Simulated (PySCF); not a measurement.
C2H6ClGa. Atoms are numbered in the order given.

```xyz
10

Ga     0.0000     0.0000    -0.3357
C      0.0002     1.8009    -1.1301
H      0.8812     2.3580    -0.7739
H      0.0120     1.7720    -2.2296
H     -0.8948     2.3482    -0.7936
C     -0.0002    -1.8009    -1.1301
H      0.8948    -2.3482    -0.7936
H     -0.8812    -2.3580    -0.7739
H     -0.0120    -1.7720    -2.2296
Cl     0.0000     0.0000     1.8565
```
Charge 0, spin multiplicity 1.

Geometry: B3LYP-D3(BJ)/def2-SVP. The isomer is the one that the SMILES or the coordinates give; other isomers of the formula were not compared.

The numbers are results of PySCF with PBE0/def2-TZVP, not measurements.

```json
{
  "total_energy": "-2464.48577 hartree",
  "point_group": "C2",
  "highest_occupied_level": "-7.83 eV",
  "lowest_empty_level": "-0.93 eV",
  "orbital_gap": "6.90 eV",
  "dipole_moment": "2.87 D",
  "quadrupole, principal values (traceless, Buckingham form, about the centre of nuclear charge)": "-5.26, 0.40, 4.86 D·Å",
  "mean_static_polarisability": "64.4 bohr³ (9.55 Å³)",
  "polarisability_principal_values": "48.9, 71.9, 72.5 bohr³"
}
```
